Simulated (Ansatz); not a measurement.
Cu₆Se₃⁻. Charge -1, multiplicity 2. Geometry PBE-D4/def2-SVP; atoms count from 1.

```xyz
9

Cu    0.651   -1.370   -0.694
Cu   -1.107   -0.626    1.084
Cu   -0.974    0.602   -1.216
Cu    1.469    1.009   -0.743
Cu   -0.160    1.701    0.895
Cu    1.341   -0.122    1.383
Se   -2.449    1.240    0.522
Se    0.734   -0.105   -2.694
Se    0.494   -2.328    1.464
```

No other spin state of charge -1 was run. The structure comes from a short search, and lower isomers may exist.

(1) Estimate the Mulliken populations from the PBE/def2-SVP orbitals of Ansatz.

(2) Where does the spin sit?

(3) And the Mayer bond orders between bonded heavy atoms (over 0.3)?

Answers

(1) 
```csv
atom,charge (e),spin (α − β),d electrons
Cu1,0.00,0.03,9.63
Cu2,0.00,0.03,9.63
Cu3,0.00,0.03,9.63
Cu4,-0.05,0.23,9.66
Cu5,-0.05,0.23,9.66
Cu6,-0.05,0.23,9.66
Se7,-0.29,0.07,–
Se8,-0.29,0.07,–
Se9,-0.29,0.07,–
```
Mulliken values and Mayer orders depend strongly on the basis.

(2) Summed by element: Cu 0.79, Se 0.21, of 1 unpaired in all. Largest on single atoms: Cu4 0.23, Cu6 0.23, Cu5 0.23.

(3) Cu1–Se8 0.74 (2.37 Å); Cu1–Se9 0.74 (2.37 Å); Cu2–Se7 0.74 (2.37 Å); Cu2–Se9 0.74 (2.37 Å); Cu3–Se7 0.74 (2.37 Å); Cu3–Se8 0.74 (2.37 Å); Cu4–Cu5 0.51 (2.41 Å); Cu4–Cu6 0.51 (2.41 Å); Cu4–Se8 0.77 (2.36 Å); Cu5–Cu6 0.51 (2.41 Å); Cu5–Se7 0.77 (2.36 Å); Cu6–Se9 0.77 (2.36 Å).
